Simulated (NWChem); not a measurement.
Molecule: SnSe, singlet; SMILES [Se]=[Sn]

All runs: NWChem. Low-valent species are run as closed-shell singlets; no triplet was tried in these runs. Geometry: optimised at PBE0/def2-SVP. def2 effective core potentials on Sn; no spin-orbit coupling. Level r2SCAN/def2-SVP: energy and gradient on several grids; changes count from the extra-fine grid, which is no exact limit either.

Problem. Which is the coarsest grid (coarse; medium; xcoarse; xfine; fine) from which on the energy stays within 100 μHa and each gradient component within 200 μHa/bohr of xfine?

Solution. xcoarse.
```csv
grid,size of the energy change (μHa),largest change of a gradient component (μHa/bohr)
xcoarse,30,< 30
coarse,< 10,< 30
medium,< 10,< 30
fine,< 10,< 30
xfine,< 10,< 30
```
